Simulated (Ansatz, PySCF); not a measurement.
Molecule: silicon monosulfide, SiS, net charge 0, singlet state. SMILES: [Si]=S
Geometry: optimised at B3LYP-D3(BJ)/def2-TZVP (Ansatz, a program for electronic structure).

B3LYP/6-311+G** beside other levels, property by property. Set-up: 6-311+G** with 5d, 6d on Na to Ar in Ansatz; open shells spin-unrestricted; spin-orbit terms left out; frozen cores in correlated levels; non-relativistic; each state is the SCF solution reached for its charge and spin; atomisation electronic, to ground-state atoms; six Cartesian d functions in 6-31G* and its kin unless marked 5d. Basis-set limits of correlation are two-point, X^-3; Hartree-Fock from the larger set (for Q and 5 zeta extrapolated as (X+1)exp(-9√X)). Ab initio and DFT rows: single points at B3LYP-D3(BJ) geometries (Ansatz), with unscaled harmonic terms from B3LYP/6-31G* (Ansatz) at its own minima, enthalpies of formation by atomisation with measured atoms. Anions need diffuse functions, which STO-3G, LANL2DZ, def2-SVP, cc-pVDZ and Pople sets without + lack.

Coupled cluster (Ansatz) is a level with limits of its own, used here on species with T1 under 0.025 (0.045 for open shells) and stable references: (a) CCSD(T)/CBS(aug-cc-pV(T+d)Z,aug-cc-pV(Q+d)Z); (b) CCSD(T)/CBS(cc-pV(Q+d)Z,cc-pV(5+d)Z).

| property | B3LYP/6-311+G** (Ansatz) | B3LYP/6-31G* (Ansatz) | M06-2X/def2-TZVPD (PySCF) | wB97M-V/def2-TZVPD (Ansatz) | to compare with |
|---|---|---|---|---|---|
| enthalpy of formation at 298 K (kcal/mol) | 37.0 | 36.7 | 25.9 | 24.5 | 26.6 coupled cluster (b) |
| vertical electron affinity to the doublet (eV) | 0.50 | 0.17 | 0.34 | 0.24 | 0.43 coupled cluster (a) |
| atomisation energy (kcal/mol) | 136.6 | 136.9 | 147.8 | 149.1 | 147.1 coupled cluster (b) |

As the rows show:
- enthalpy of formation at 298 K: B3LYP/6-311+G** lies 10.4 kcal/mol above coupled cluster.
- vertical electron affinity to the doublet: B3LYP/6-311+G** lies 0.07 eV above coupled cluster.
- atomisation energy: B3LYP/6-311+G** lies 10.5 kcal/mol below coupled cluster.

The properties are those with a value to compare with, at most eight drawn at random. No case is left out for the size of its miss. Left out are saddle points of the reference geometry, anions that the best level run finds unbound, excited spin states, species near biochemistry, 298 K rows of species without real B3LYP wavenumbers, cases with under five habitual levels, runs that failed or that the program found above a lower state of the same kind, table entries that another table contradicts, and a share of species set aside by lot.
